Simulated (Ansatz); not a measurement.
The cluster Ag3. Total charge 0; doublet. Geometry B3LYP-D4/def2-TZVP, that of the charge +1 singlet.

```xyz
3

Ag   -1.168    1.036    0.221
Ag    0.548   -0.841    1.216
Ag    0.620   -0.196   -1.437
```

In the def2 sets Ag takes a core potential; there is no spin–orbit coupling. At PBE-D4/def2-TZVP an occupied level of the charge 0 doublet lies above an empty one (by up to 0.14 eV), so this SCF solution is probably not the lowest. At PBE-D4/def2-TZVP the gap within one spin of the charge 0 doublet nearly closes, so an electron or hole may be smeared out by delocalisation error. The structure comes from a short search, and lower isomers may exist.

Estimate the α-spin orbital energies around the gap (eV) in Ansatz with PBE-D4/def2-TZVP, r2SCAN-D4/def2-TZVP, PBE0-D4/def2-TZVP.


```tsv
orbital	PBE-D4/def2-TZVP	r2SCAN-D4/def2-TZVP	PBE0-D4/def2-TZVP
HOMO−5	-7.03	-7.36	-8.85
HOMO−4	-6.99	-7.22	-8.68
HOMO−3	-6.98	-7.21	-8.68
HOMO−2	-6.77	-6.97	-8.38
HOMO−1	-6.24	-6.31	-6.92
HOMO	-3.59	-3.73	-3.95
LUMO	-3.73	-3.55	-2.91
LUMO+1	-1.65	-1.44	-1.03
LUMO+2	-1.16	-0.92	-0.54
LUMO+3	-0.75	-0.50	-0.14
LUMO+4	-0.73	-0.49	-0.07
LUMO+5	0.30	0.73	0.93
β HOMO	-6.07	-6.06	-6.60
β LUMO	-3.56	-3.34	-2.72
```
